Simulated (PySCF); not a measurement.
Species: C₅H₁₂Si.
Numbering: `[CH3:1][C@H:2]1[CH2:3][Si@@H:4]([CH3:5])[CH2:6]1`

Structure used (GFN2-xTB), in Å, numbered top down from 1:
```
atom  x, y, z in Å
C1     2.2497   -0.7056   -0.0138
C2     1.1665    0.2237   -0.5329
C3    -0.0474   -0.4991   -1.1582
Si4   -1.2536    0.6421   -0.2123
C5    -2.5753   -0.1664    0.8803
C6     0.4468    1.0373    0.5657
H7     3.0484   -0.1366    0.4594
H8     2.6784   -1.2872   -0.8283
H9     1.8374   -1.3953    0.7208
H10    1.6030    0.9061   -1.2660
H11   -0.0539   -0.4827   -2.2450
H12   -0.0881   -1.5424   -0.8489
H13   -1.8303    1.7304   -1.0139
H14   -3.0148    0.5615    1.5545
H15   -2.1670   -0.9736    1.4807
H16   -3.3763   -0.5758    0.2734
H17    0.7678    2.0743    0.6236
H18    0.5999    0.5956    1.5492
```

NICS = −σ at a ghost point: NICS(0) at the centroid of the ring atoms, NICS(1) 1 Å to either side along the normal of their mean plane, zz for the tensor component along that normal. Level: GIAO PBE0/pcSseg-1 (PySCF, non-relativistic, gas phase) on the GFN2-xTB geometry, one conformer.

Ring bond lengths (Å), with Mayer bond orders in brackets: C2–C3 1.545 (0.97), C3–Si4 1.911 (0.94), Si4–C6 1.911 (0.94), C6–C2 1.545 (0.97).

Task: Give the NICS values of each ring in ppm.

Result: 
```tsv
ring	type	NICS(0)	NICS(1), two faces	NICS(1)zz, two faces	rms pucker (Å)	centre to ring atoms, mean (Å)
C2–C3–Si4–C6	4-membered ring with Si; formal bonds all single	0.4	-0.9 / -0.7	6.7 / 3.9	0.08	1.22
```

Task: What can be read from them?

Result: 
- C2–C3–Si4–C6: mean NICS(1)zz 5.3 ppm, deshielded. C2, C3, Si4, C6 have four or more neighbours, so the value isn't read as a sign of a π ring current.

Task: List the ring angles and the Hirshfeld charges of the ring atoms.

Result: 
- C2–C3–Si4–C6: C2 99.7° (-0.020 e), C3 90.9° (-0.172 e), Si4 76.3° (+0.378 e), C6 90.9° (-0.172 e); sum 357.8° against 360° for a flat convex ring.

Task: How shielded are the nuclei of the rings and their hydrogens (means over atoms taken as equivalent)?

Result: 
```
   atoms                  environment  σ isotropic (ppm)
      C2    four-membered-ring carbon              158.2
 C3 (×2)  sp3 carbon bound to silicon              163.5
     Si4                  SiH silicon              370.6
     H10             methine hydrogen              29.32
H11 (×2)           methylene hydrogen              30.04
H12 (×2)           methylene hydrogen              30.84
     H13                Si–H hydrogen              26.85
```
